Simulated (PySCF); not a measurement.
An equivalent PySCF input for S⁺ (sulfur, charge +1), [Ne] 3s2 3p3, high-spin 4S determinant, with the spin-free X2C one-electron Hamiltonian (Gaussian nucleus):

```python
from pyscf import gto, scf, dft, mp, cc
import basis_set_exchange as bse
mol = gto.M(atom="S 0 0 0", charge=1, spin=3, symmetry="D2h",
            basis=gto.basis.parse(bse.get_basis("x2c-QZVPPall", elements=["S"], fmt="nwchem")),
            nucmod="G")
mf = dft.UKS(mol, xc="LDA,VWN").sfx2c1e()
mf.irrep_nelec = {'Ag': (3, 3), 'B1u': (2, 1), 'B2u': (2, 1), 'B3u': (2, 1)}
mf.kernel()
```

It reaches the same state as the run whose output follows, with an energy that differs only through the grid. The run itself started from symmetry-adapted Hartree-Fock orbitals and held the occupation by maximum overlap, on a logarithmic radial grid, so the iterations belong to that start.

```
SCF conv_tol = 1e-09
number electrons alpha = 9  beta = 6
XC functionals = LDA,VWN
    P. A. M. Dirac.,  Math. Proc. Cambridge Philos. Soc. 26, 376 (1930)
    F. Bloch.,  Z. Phys. 57, 545 (1929)
    S. H. Vosko, L. Wilk, and M. Nusair.,  Can. J. Phys. 58, 1200 (1980)
cycle= 1 E= -397.434887605748  delta_E= -0.0166  |g|= 0.046  |ddm|= 0.122
cycle= 2 E= -397.434983436868  delta_E= -9.58e-05  |g|= 0.0141  |ddm|= 0.0198
cycle= 3 E= -397.434992845783  delta_E= -9.41e-06  |g|= 0.000834  |ddm|= 0.00398
cycle= 4 E= -397.434992939602  delta_E= -9.38e-08  |g|= 0.000233  |ddm|= 0.000685
cycle= 5 E= -397.434992955552  delta_E= -1.6e-08  |g|= 1.38e-06  |ddm|= 0.000198
cycle= 6 E= -397.434992955553  delta_E= -1.71e-13  |g|= 7.54e-08  |ddm|= 7.81e-07
converged SCF energy = -397.434992955553  <S^2> = 3.7504653  2S+1 = 4.0002326
```
